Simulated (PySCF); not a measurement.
Gas-phase reaction: TaOF₃ + F₂ → TaF₅ + O

Method: PySCF energies (xtb for GFN2) plus ideal-gas RRHO corrections (1 bar). † marks an energy on the PBE0/def2-TZVP geometry and frequencies; other levels use their own. Open shells (unrestricted): O (multiplicity 3, electronic degeneracy 9); the rest are closed-shell singlets. GFN2 has no spin-polarisation term. Spin-orbit splitting is ignored; it lowers the true energy and changes the entropy of O. Ta: scalar-relativistic def2 core potential, no spin-orbit coupling. TaOF₃: computed as isolated molecules; such fragments, hydroxides, amides, oligomers or adducts are transient or little studied in the gas. The harmonic model lacks anharmonicity and excited electronic states, which grow with temperature; levels with a mode under 35 cm⁻¹ are left out. Soft modes under 120 cm⁻¹ make the harmonic entropy rough for TaF₅.

ΔH° and ΔS° at 298 K: GFN2-xTB -18 kJ, -22 J/K; HF/def2-TZVP† -498 kJ, -16 J/K; M06-2X/def2-TZVP† -231 kJ, -16 J/K; PBE0/def2-QZVP† -226 kJ, -16 J/K.

Q: With the heat capacities included, give log10 K (1 bar) at 500, 800, 1200, 2000, 2500 K from GFN2-xTB, HF/def2-TZVP†, M06-2X/def2-TZVP†, PBE0/def2-QZVP†.

A: 
| T (K) | GFN2-xTB | HF/def2-TZVP† | M06-2X/def2-TZVP† | PBE0/def2-QZVP† |
|---|---|---|---|---|
| 500 | 0.8 | 51.3 | 23.3 | 22.8 |
| 800 | 0.2 | 31.9 | 14.4 | 14.1 |
| 1200 | 0.0 | 21.2 | 9.6 | 9.4 |
| 2000 | -0.1 | 12.8 | 5.8 | 5.7 |
| 2500 | -0.2 | 10.3 | 4.7 | 4.6 |
